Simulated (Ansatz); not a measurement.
`F[SiH2]S[SiH](F)F` + `C[NH][GeH3]` → `C[N]([GeH3])[SiH2]F` + `F[SiH](F)S`  (ligand exchange at the Si–S bond)

Gas-phase electronic energies from Ansatz, PBE0-D4/def2-TZVP geometries. CCSD(T)/CBS adds triple-zeta CCSD(T) − MP2 to the extrapolated MP2 energy (def2 sets, frozen cores). Functionals use def2-TZVPP. B3LYP here is the variant with VWN-RPA as its local correlation; programs differ in this. HSE06 is defined as in plane-wave codes. For Ge outer-core shells are correlated without core-valence functions, which leaves a few kJ/mol of doubt a bond. Scalar relativity is left out up to krypton. One conformer a species, not always the lowest.

```json
{"level": "LDA (SPW92)", "ΔE (kcal/mol)": "-3.4", "difference from CCSD(T)/CBS": "0.5"}
{"level": "PBE-D4", "ΔE (kcal/mol)": "-1.4", "difference from CCSD(T)/CBS": "2.5"}
{"level": "revPBE-D4", "ΔE (kcal/mol)": "-1.3", "difference from CCSD(T)/CBS": "2.6"}
{"level": "BLYP-D4", "ΔE (kcal/mol)": "-3.2", "difference from CCSD(T)/CBS": "0.7"}
{"level": "r2SCAN-D4", "ΔE (kcal/mol)": "-2.2", "difference from CCSD(T)/CBS": "1.7"}
{"level": "PBE0-D4", "ΔE (kcal/mol)": "-1.9", "difference from CCSD(T)/CBS": "2.0"}
{"level": "B3LYP-D4", "ΔE (kcal/mol)": "-3.5", "difference from CCSD(T)/CBS": "0.4"}
{"level": "r2SCANh-D4", "ΔE (kcal/mol)": "-2.3", "difference from CCSD(T)/CBS": "1.6"}
{"level": "r2SCAN0-D4", "ΔE (kcal/mol)": "-2.6", "difference from CCSD(T)/CBS": "1.3"}
{"level": "HSE06-D4", "ΔE (kcal/mol)": "-1.8", "difference from CCSD(T)/CBS": "2.1"}
{"level": "BHLYP-D4", "ΔE (kcal/mol)": "-4.0", "difference from CCSD(T)/CBS": "-0.1"}
{"level": "CAM-B3LYP-D4", "ΔE (kcal/mol)": "-4.6", "difference from CCSD(T)/CBS": "-0.7"}
{"level": "ωB97X-V", "ΔE (kcal/mol)": "-3.4", "difference from CCSD(T)/CBS": "0.5"}
{"level": "B2PLYP", "ΔE (kcal/mol)": "-4.0", "difference from CCSD(T)/CBS": "-0.1"}
{"level": "PBE-QIDH", "ΔE (kcal/mol)": "-3.2", "difference from CCSD(T)/CBS": "0.7"}
{"level": "PBE", "ΔE (kcal/mol)": "-1.2", "difference from CCSD(T)/CBS": "2.7"}
{"level": "revPBE", "ΔE (kcal/mol)": "-0.4", "difference from CCSD(T)/CBS": "3.5"}
{"level": "BLYP", "ΔE (kcal/mol)": "-2.8", "difference from CCSD(T)/CBS": "1.1"}
{"level": "B3LYP", "ΔE (kcal/mol)": "-3.3", "difference from CCSD(T)/CBS": "0.6"}
{"level": "r2SCANh", "ΔE (kcal/mol)": "-2.2", "difference from CCSD(T)/CBS": "1.7"}
{"level": "r2SCAN0", "ΔE (kcal/mol)": "-2.5", "difference from CCSD(T)/CBS": "1.4"}
{"level": "HSE06", "ΔE (kcal/mol)": "-1.7", "difference from CCSD(T)/CBS": "2.2"}
{"level": "BHLYP", "ΔE (kcal/mol)": "-4.0", "difference from CCSD(T)/CBS": "-0.1"}
{"level": "CAM-B3LYP", "ΔE (kcal/mol)": "-4.4", "difference from CCSD(T)/CBS": "-0.5"}
{"level": "LC-ωPBE", "ΔE (kcal/mol)": "-3.0", "difference from CCSD(T)/CBS": "0.9"}
{"level": "RPA@PBE/def2-TZVPP", "ΔE (kcal/mol)": "-5.6", "difference from CCSD(T)/CBS": "-1.7"}
{"level": "HF/def2-SVP", "ΔE (kcal/mol)": "-4.7", "difference from CCSD(T)/CBS": "-0.8"}
{"level": "MP2/def2-SVP", "ΔE (kcal/mol)": "-5.3", "difference from CCSD(T)/CBS": "-1.4"}
{"level": "CCSD/def2-SVP", "ΔE (kcal/mol)": "-5.6", "difference from CCSD(T)/CBS": "-1.7"}
{"level": "CCSD(T)/def2-SVP", "ΔE (kcal/mol)": "-5.5", "difference from CCSD(T)/CBS": "-1.6"}
{"level": "HF/def2-TZVPP", "ΔE (kcal/mol)": "-4.2", "difference from CCSD(T)/CBS": "-0.3"}
{"level": "MP2/def2-TZVPP", "ΔE (kcal/mol)": "-4.6", "difference from CCSD(T)/CBS": "-0.7"}
{"level": "SCS-MP2/def2-TZVPP", "ΔE (kcal/mol)": "-5.0", "difference from CCSD(T)/CBS": "-1.1"}
{"level": "CCSD/def2-TZVPP", "ΔE (kcal/mol)": "-5.1", "difference from CCSD(T)/CBS": "-1.2"}
{"level": "CCSD(T)/def2-TZVPP", "ΔE (kcal/mol)": "-5.0", "difference from CCSD(T)/CBS": "-1.1"}
{"level": "HF/def2-QZVPP", "ΔE (kcal/mol)": "-4.4", "difference from CCSD(T)/CBS": "-0.5"}
{"level": "MP2/def2-QZVPP", "ΔE (kcal/mol)": "-4.1", "difference from CCSD(T)/CBS": "-0.2"}
{"level": "HF/CBS(def2)", "ΔE (kcal/mol)": "-4.4", "difference from CCSD(T)/CBS": "-0.5"}
{"level": "MP2/CBS(def2)", "ΔE (kcal/mol)": "-3.6", "difference from CCSD(T)/CBS": "0.3"}
{"level": "CCSD/CBS(def2)", "ΔE (kcal/mol)": "-4.1", "difference from CCSD(T)/CBS": "-0.2"}
{"level": "CCSD(T)/CBS", "ΔE (kcal/mol)": "-3.9", "difference from CCSD(T)/CBS": "0"}
```

Largest T1 diagnostic among the species: 0.012.

From BLYP to BHLYP (50 % exact exchange), in def2-TZVPP and without D4, ΔE moves by −1.2 kcal/mol. Leaving LDA and LC-ωPBE aside and taking each functional with its dispersion term where it has one, the values spread over 3.3 kcal/mol, from CAM-B3LYP-D4 to revPBE-D4. LDA lies −2.2 kcal/mol from PBE without D4.
